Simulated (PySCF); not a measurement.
**Radial density of Ga (gallium, neutral)**

UHF, [Ar] 3d10 4s2 4p1, 2P determinant. Computed with PySCF 2.14 in pcseg-2, with the non-relativistic Hamiltonian (point nucleus).

| r (bohr) | 4πr²ρ (e/bohr) | 4πr²(ρα − ρβ) |
| --- | --- | --- |
| 0.000954 | 0.2201 | 0.0000 |
| 0.00160 | 0.5984 | 0.0000 |
| 0.00270 | 1.581 | 0.0000 |
| 0.00454 | 3.992 | -0.0001 |
| 0.00764 | 9.322 | -0.0001 |
| 0.0128 | 19.12 | -0.0002 |
| 0.0216 | 31.65 | -0.0001 |
| 0.0363 | 37.55 | 0.0014 |
| 0.0611 | 31.51 | 0.0064 |
| 0.103 | 35.12 | 0.0122 |
| 0.173 | 42.78 | 0.0021 |
| 0.291 | 23.56 | -0.0076 |
| 0.489 | 26.11 | 0.0128 |
| 0.823 | 17.26 | -0.0096 |
| 1.38 | 3.835 | 0.0912 |
| 2.33 | 1.375 | 0.3093 |
| 3.92 | 0.4429 | 0.2227 |
| 6.59 | 0.03693 | 0.0324 |
| 11.1 | 0.0002101 | 0.0002 |

**Question.** Where is the radial spin density 4πr²(ρα − ρβ) most negative, and why is it negative at all?

**Answer.** Around r = 0.823 bohr, down to -0.0096 e/bohr: exchange with the open shell polarises the paired shells in an unrestricted calculation.
